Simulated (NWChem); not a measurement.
System: GeSiH6O; SMILES [OH][GeH2][SiH3]

Here is an NWChem input.

```
start job
memory heap 200 mb stack 900 mb global 1100 mb
geometry units angstroms noautoz
  O      1.108277    -1.566750    -0.158799
  Ge    -0.365159    -0.564580     0.022106
  Si     0.206255     1.759007    -0.002582
  H      1.750899    -1.404005     0.539541
  H     -1.225460    -0.963639    -1.186374
  H     -1.100213    -0.941014     1.330740
  H      1.164596     2.055266     1.107672
  H     -1.018939     2.595682     0.188214
  H      0.850364     2.121781    -1.300859
end
basis spherical
  O library 6-31g*
  Ge library 6-31g*
  Si library 6-31g*
  H library 6-31g*
end
dft
  xc hfexch
  iterations 150
end
tddft
  nroots 8
end
task tddft energy
```

Coordinates come from a PBE0/def2-SVP optimisation.

Vertical excitations in the gas phase.

Task: Give the results of this calculation. (Hartree-Fock/6-31G* (spherical d), TDHF.) Quantities: lowest excitation, singlet (eV); oscillator strength of that lowest state; lowest state with f > 0.02, singlet (eV); oscillator strength of that bright state; lowest triplet (eV); orbital gap (eV).

Result: 
| Quantity | Result |
|---|---|
| lowest excitation, singlet (eV) | 7.20 |
| oscillator strength of that lowest state | 0.021 |
| lowest state with f > 0.02, singlet (eV) | 7.20 |
| oscillator strength of that bright state | 0.021 |
| lowest triplet (eV) | 6.17 |
| orbital gap (eV) | 13.50 |
